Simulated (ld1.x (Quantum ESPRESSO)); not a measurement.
## Before and after: TM potential for Ar

Ar (Z = 18), norm-conserving Troullier–Martins (Kleinman–Bylander form), made with ld1.x (Quantum ESPRESSO) 7.5 (PBE, non-relativistic). Core [Ne], reference 3s2 3p6. Waves: 3s (bound): rc 1.10 bohr; 3p (bound): rc 1.45 bohr. Local part: all-electron potential smoothed inside 1.40 bohr (lloc = -1). Core correction: a·sin(br)/r model core, default radius (core density twice the valence density).

Change: scalar-relativistic.

Cutoffs: the cutoffs (Ry, on a coarse ladder) from which the occupation-weighted sum of valence levels, in a spherical-Bessel basis at the reference potential, stays within 10 and 1 mRy of its value at 400 Ry; they do not see the model core or the augmentation charge, which bear on the density cutoff. Errors are all-electron minus pseudo energies relative to the spin-unpolarised reference configuration.

**Question.** What does the change do?

**Answer.** The potential gets neither clearly harder nor softer (60 Ry and 100 Ry → 60 Ry and 100 Ry); of the 6 tests that both files solve, the error grows in 0 and shrinks in 3 by more than 15 % and 0.3 meV (median size 21.3 → 17.9 meV); neither file shows a bound ghost.

```csv
quantity,base,changed
"cutoff, loose",60 Ry,60 Ry
"cutoff, tight",100 Ry,100 Ry
bound ghosts,none,none
"error for 3s2 3p5, meV [ΔE 16.07 → 16.06 eV]",+5.6,+3.8
"error for 3s2 3p4, meV [ΔE 44.74 → 44.72 eV]",+34,+30
"error for 3s2 3p3, meV [ΔE 87.33 → 87.30 eV]",+110,+101
"error for 3s1 3p6, meV [ΔE 30.43 → 30.67 eV]",+8.3,+6.2
"error for 3s2 3p2, meV [ΔE 144.96 → 144.94 eV]",+264,+250
"error for 3s2 3p5.5, meV [ΔE 6.56 → 6.55 eV]",+1.1,+0.3
s: phases at 1.59 bohr within 0.05 rad from the reference energy up to (Ry; the scan ends near 5),4.0,4.1
p: phases at 1.59 bohr within 0.05 rad from the reference energy up to (Ry; the scan ends near 5),to the end of the scan,to the end of the scan
```
